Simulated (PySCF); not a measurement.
Si(H)2(OH)(NMe2) (C2H9NOSi), SMILES CN(C)[SiH2]O.

Geometry: r2SCAN-D4/def2-SVP. Other conformers were not sampled.

Computed with PySCF 2.14.0 with TDA-PBE/def2-SVPD.

Vertical excitations. 

Computed excitation energies, oscillator strengths and character:
```
state  energy (eV)  λ (nm)      f                          main pairs
-----  -----------  ------  -----  ----------------------------------
S1            4.88     254  0.030                      HOMO→LUMO 95 %
S2            5.27     235  0.038                    HOMO→LUMO+1 95 %
S3            6.01     206  0.012                    HOMO→LUMO+2 96 %
S4            6.09     204  0.017                    HOMO→LUMO+3 99 %
S5            6.23     199  0.011                    HOMO→LUMO+4 92 %
S6            6.44     193  0.045                    HOMO→LUMO+5 89 %
S7            6.89     180  0.016                    HOMO−1→LUMO 86 %
S8            6.91     180  0.047  HOMO→LUMO+6 82 %, HOMO−1→LUMO 13 %
S9            7.17     173  0.007                    HOMO→LUMO+7 88 %
S10           7.26     171  0.039                    HOMO→LUMO+8 93 %
T1            4.62     268      0                      HOMO→LUMO 99 %
T2            5.09     244      0                    HOMO→LUMO+1 99 %
T3            5.76     215      0                    HOMO→LUMO+2 98 %
T4            5.98     207      0                    HOMO→LUMO+3 98 %
```
Triplets are in the Tamm–Dancoff approximation.
